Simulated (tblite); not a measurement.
Species: C₉H₉ (doublet state).
Geometry (GFN2-xTB, Å), atoms numbered from 1 in this order:
```xyz
18
C9H9 angstrom
C     -2.833    1.892   -1.173
C     -2.028    1.131   -0.710
C     -1.103    0.191   -0.156
C      0.221    0.121   -0.916
C      1.121   -0.949   -0.372
C      2.323   -0.737    0.065
C      3.522   -0.509    0.496
C     -1.677   -0.999    0.496
C     -1.072    0.002    1.367
H     -3.523    2.574   -1.570
H     -0.008   -0.100   -1.964
H      0.719    1.093   -0.874
H      0.694   -1.944   -0.346
H      3.719   -0.267    1.530
H      4.381   -0.560   -0.154
H     -2.686   -1.358    0.479
H     -0.084   -0.182    1.771
H     -1.697    0.605    2.019
```

The geometry is computed with GFN2-xTB (gas phase). This method treats the open shell by occupation alone, without spin polarisation.

Masses are those of the commonest isotopes; rigid-rotor values at the optimised geometry. The values belong to one conformer with, in the numbering `[CH:1]#[C:2][C@:3]1([CH2:4][CH:5]=[C:6]=[CH2:7])[CH:8][CH2:9]1`, C2–C3–C4–C5 -176°, C3–C4–C5–C6 -123°.

**Question.** What are A, B and C (MHz)?

**Answer.** Ia = 131.59, Ib = 581.06, Ic = 640.51 u·Å²; 505379 MHz·u·Å²/I gives A = 3840, B = 869.8, C = 789.0 MHz.

**Question.** Classify the top.

**Answer.** A near-prolate asymmetric top; Ray's κ = -0.947.

**Question.** Is it planar, by Δ = Ic − Ia − Ib?

**Answer.** Not planar: Δ = Ic − Ia − Ib = -72.14 u·Å². For a rigid frame Δ = −2 Σ m c², so Σ m c² = 36.07 u·Å² lies off the ab plane: 11.10 from hydrogen and 24.97 from heavier atoms. The atom farthest from that plane is 1.54 Å away.

**Question.** Give the other two planar moments, Paa and Pbb, and the rms extents of the mass along the axes.

**Answer.** Paa = Σ m a² = (Ib + Ic − Ia)/2 = 544.99 and Pbb = Σ m b² = (Ia + Ic − Ib)/2 = 95.52 u·Å². With the mass M = 117.07 u, the rms extents √(P/M) along a, b and c are 2.16, 0.90, 0.56 Å.

**Question.** List the rotational levels J(Ka,Kc) to J = 4 (MHz).

**Answer.** Above 0(0,0):
J = 1: 1(0,1) 1659, 1(1,1) 4630, 1(1,0) 4710
J = 2: 2(0,2) 4975, 2(1,2) 7866, 2(1,1) 8109, 2(2,1) 17021, 2(2,0) 17022
J = 3: 3(0,3) 9945, 3(1,3) 12721, 3(1,2) 13205, 3(2,2) 21997, 3(2,1) 22005, 3(3,1) 37053, 3(3,0) 37053
J = 4: 4(0,4) 16563, 4(1,4) 19191, 4(1,3) 19998, 4(2,3) 28631, 4(2,2) 28655, 4(3,2) 43692, 4(3,1) 43692, 4(4,1) 64766, 4(4,0) 64766
Those of J = 1 are B + C, A + C and A + B.

**Question.** Estimate the classical rotational partition function at 25 K, 100 K and 298.15 K.

**Answer.** Point group C1, symmetry number σ = 1; q = (√π/σ)·√((kT/h)³/(ABC)), k/h = 20836.6 MHz/K: 13000 at 25 K, 104000 at 100 K, 535000 at 298.15 K.

For this open shell read J as N, the rotation without spin; fine and hyperfine splittings come on top. Its GFN2-xTB frequencies are all real (lowest 45 cm⁻¹). These are rigid-rotor constants of the computed structure; measured ground-state constants (B0) also hold zero-point vibration.

The run took 0.53 s of wall time on an Arm Neoverse V2 with one thread, shared host with 96 logical CPUs at a one-minute load of 37. That covers the optimisation of the geometry.
